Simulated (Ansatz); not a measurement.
Li₂, charge +1, doublet, geometry from GFN2-xTB (such geometries of metal compounds can be far from the true shape) (a state made from the parent by changing its charge; the spin is typed, not shown lowest); B3LYP/6-31G* run with Ansatz (a program for electronic structure).

Input for Ansatz:
Ansatz 0.2 input:
```yaml
crystal:
  periodic: [false, false, false]
  atoms:
    - {symbol: Li, position_ang: [-0.00000000, -0.00000000, -1.37032182]}
    - {symbol: Li, position_ang: [0.00000000, 0.00000000, 1.37032182]}
basis:
  gaussian:
    orbitals: 6-31G*
hamiltonian:
  xc: b3lyp
total_charge: 1
magnetization: {spin_polarized: true, initial_magnetization: 1}
```

It wrote (shortened):

```
Functional definition: B3LYP
238 factors; their error is unknown
mean field evaluation 1: about -403.2391 eV, gradient 1.1e0 eV
mean field evaluation 2: about -403.2649 eV, gradient 1.8e-1 eV
mean field evaluation 4: about -403.2473 eV, gradient 7.9e-2 eV
mean field evaluation 8: about -403.2474 eV, gradient 7.8e-6 eV
mean field -403.24739104 eV, -14.8190682897 hartree, gradient 7.7e-6 eV, S^2 0.750005; 0 other end points of the search recorded, 0 dependent functions left out
reference -403.24761595 eV, -14.8190765550 hartree; 3, 2 occupied and 27, 28 virtual orbitals, 238 factors
Total energy: -403.24761595 eV, -14.8190765550 hartree
```
